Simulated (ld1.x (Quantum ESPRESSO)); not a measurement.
## Before and after: TM potential for Cr (Z = 24)

ld1.x (Quantum ESPRESSO) 7.5 input, shortened:

```
&input
   title='Cr', zed=24., rel=1, dft='PZ', iswitch=3,
   config='[Ar] 3d5 4s1 4p0'
 /
 &inputp
   pseudotype=2, tm=.true., lloc=-1, rcloc=0.95,
   nlcc=.false.
 /
3
3S  1  0   2.00   0.00  1.10  1.10  0.0
3P  2  1   6.00   0.00  1.35  1.35  0.0
3D  3  2   5.00   0.00  2.20  2.20  0.0
 &test
   configts(1)='3s2 3p6 3d5 4s1 4p0'
 /
```

Occupied shells without a wave of their own: 4s. They enter only through the test configuration that unscreens the potential.

Change: wave 3p (bound): rc 1.35 bohr becomes 3p (bound): rc 0.94 bohr.

Cutoffs: the cutoffs (Ry, on a coarse ladder) from which the occupation-weighted sum of valence levels, in a spherical-Bessel basis at the reference potential, stays within 10 and 1 mRy of its value at 400 Ry; they do not see the model core or the augmentation charge, which bear on the density cutoff. Errors are all-electron minus pseudo energies relative to the spin-unpolarised reference configuration.

Problem. How do hardness, ghosts and transferability respond?

Solution. The potential gets harder (110 Ry and 160 Ry → 120 Ry and 200 Ry); the errors of the 9 common tests hardly move; neither file shows a bound ghost. A smaller radius makes the pseudo-wave follow the all-electron one further in, where it bends more sharply, so more plane waves are needed.

| quantity | base | changed |
| --- | --- | --- |
| cutoff, loose | 110 Ry | 120 Ry |
| cutoff, tight | 160 Ry | 200 Ry |
| loose cutoff by channel (10 mRy a level) | s 90 Ry, p 45 Ry, d 45 Ry | s 90 Ry, p 50 Ry, d 45 Ry |
| bound ghosts | none | none |
| largest miss of a reference level, eV | 0.12 | 0.12 |
| error for 3s2 3p6 3d5 4s0 4p0, meV [ΔE 7.14 eV] | -161 | -161 |
| error for 3s2 3p6 3d4 4s0 4p0, meV [ΔE 23.48 eV] | -288 | -288 |
| error for 3s2 3p6 3d3 4s0 4p0, meV [ΔE 54.51 eV] | -194 | -195 |
| error for 3s2 3p5 3d5 4s1 4p0, meV [ΔE 51.47 eV] | -291 | -283 |
| error for 3s2 3p6 3d4 4s1 4p1, meV [ΔE 3.61 eV] | +52 | +47 |
| error for 3s2 3p6 3d5.5 4s0.5 4p0, meV [ΔE 0.72 eV] | -53 | -53 |
| error for 3s2 3p6 3d6 4s0 4p0, meV [ΔE 1.72 eV] | -94 | -94 |
| error for 3s2 3p6 3d5 4s1 4p0 (spin-polarised), meV [ΔE -4.92 eV] | +363 | +355 |
| error for 3s2 3p6 3d5 4s0 4p0 (spin-polarised), meV [ΔE 2.68 eV] | +240 | +231 |
| s: phases at 2.41 bohr within 0.05 rad from the reference energy up to (Ry; the scan ends near 5) | -0.4 | -0.4 |
| p: phases at 2.41 bohr within 0.05 rad from the reference energy up to (Ry; the scan ends near 5) | to the end of the scan | to the end of the scan |
| d: phases at 2.41 bohr within 0.05 rad from the reference energy up to (Ry; the scan ends near 5) | 1.3 | 1.3 |

Base: The 4s level has no wave, so the channel is fitted at the deeper level alone: the likely source of the large errors. Changed file: The 4s level has no wave, so the channel is fitted at the deeper level alone: the likely source of the large errors.
